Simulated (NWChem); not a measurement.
System: BeSiH4O; SMILES [BeH][O][SiH3]

```xyz
7

Be     0.0000     0.0000    -2.1127
H      0.0000     0.0000    -3.4412
O      0.0000     0.0000    -0.7049
Si     0.0000     0.0000     0.9405
H     -1.2773    -0.5628     1.4547
H      0.1512     1.3875     1.4547
H      1.1260    -0.8247     1.4547
```
Atoms are numbered in this order, from 1.

Program: NWChem. Pople sets run with spherical d functions. Geometry: optimised at B3LYP/6-31G* (spherical d). Total energies compare along this basis series because the functional is fixed.

```csv
level,basis functions,energy (Ha),highest occupied level (eV),orbital gap (eV),dipole (D)
Hartree-Fock/STO-3G,23,-376.3094,-9.95,18.42,2.17
Hartree-Fock/3-21G,39,-378.8243,-12.24,15.94,0.83
Hartree-Fock/6-31G*,54,-380.8380,-12.38,16.04,0.42
Hartree-Fock/6-31+G*,66,-380.8444,-12.46,13.59,0.40
Hartree-Fock/6-311G**,86,-380.8912,-12.43,15.18,0.47
Hartree-Fock/6-311++G**,102,-380.8930,-12.44,13.35,0.39
```
